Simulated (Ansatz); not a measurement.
CH₈GeSi₂ (`[CH2]1[SiH2][SiH2][GeH2]1`). The species carries charge 0 and has multiplicity 1.

```xyz
12

C     1.313    0.335   -0.230
Si    0.577   -1.255    0.483
Si   -1.521   -0.226    0.720
Ge   -0.386    1.144   -0.888
H     1.698    0.970    0.574
H     2.097    0.213   -0.978
H     1.288   -1.840    1.654
H     0.494   -2.296   -0.581
H    -1.698    0.488    2.015
H    -2.778   -0.938    0.371
H    -0.430    2.681   -0.794
H    -0.652    0.724   -2.346
```

(1) What are the harmonic wavenumbers in cm⁻¹ at PBE0-D4/def2-TZVP (Ansatz, finite differences of forces, unscaled)? (An estimate is asked.)

(2) Is this a minimum?

(3) Give the ideal-gas thermochemistry at 298.15 K and 1 bar (rigid rotor, harmonic oscillator; point group C1, symmetry number 1).

(4) And at 400, 500, 600, 800 and 1000 K?

(5) Rotational constants (cm⁻¹)?

## Answers

(1) The calculation gave: 94, 228, 303, 329, 362, 425, 454, 520, 553, 581, 622, 641, 678, 702, 762, 808, 860, 916, 935, 966, 998, 1392, 2125, 2137, 2198, 2204, 2209, 2229, 3078, 3149.

(2) Yes, all 30 modes are real.

(3) Zero-point energy 200.1 kJ/mol; H(298) − E = 221.8 kJ/mol; entropy 349.9 J/(mol·K), of which translation 171.3, rotation 115.7, vibration 63.0; G(298) − E = 117.5 kJ/mol. Modes under 100 cm⁻¹ are hindered rotations or soft bends, so the harmonic entropy is rough.

(4) 
```
T (K)  H − E (kJ/mol)  S (J/mol/K)  G − E (kJ/mol)
  400           236.1        391.0            79.7
  500           252.5        427.5            38.7
  600           270.6        460.5            -5.7
  800           310.9        518.2          -103.7
 1000           355.1        567.5          -212.4
```

(5) 0.1248, 0.07367, 0.05033.
